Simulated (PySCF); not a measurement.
A small calculation by hand: oscillator strength and radiative lifetime

CH8FNSi2, SMILES CN([SiH3])[SiH2]F.

The structure is a stationary point at B3LYP-D3(BJ)/def2-SVP. The structure was generated by enumeration, and PubChem lists no compound with its InChIKey, so it may never have been made. One conformer was computed; it need not be the lowest.

TDA-LC-ωPBE/def2-SVPD (PySCF) puts the first singlet state with f over 0.02 at 8.07 eV (vertical), with the transition dipole (-0.537, -0.196, -0.133) in atomic units.

Question: Find the oscillator strength, the wavelength and the radiative lifetime that this transition would have in vacuum if emission retraced absorption.

Answer: 
|μ|² = 0.3445 au, so |μ| = 1.49 D. ΔE = 8.07/27.211 = 0.2966 hartree. f = (2/3) ΔE |μ|² = 0.068 (the program prints 0.068).
λ = 1239.84/8.07 = 154 nm; ν = 65089 cm⁻¹.
Einstein's coefficient A = 0.6670 ν² f s⁻¹ (ν in cm⁻¹) = 1.9e8 s⁻¹, so τ = 1/A = 5.2 ns. This state is S3; the lower singlets have f = 0.000, 0.012. The figure is the radiative limit of this one transition; relaxation, internal conversion, crossing to triplets and a medium change what is measured.
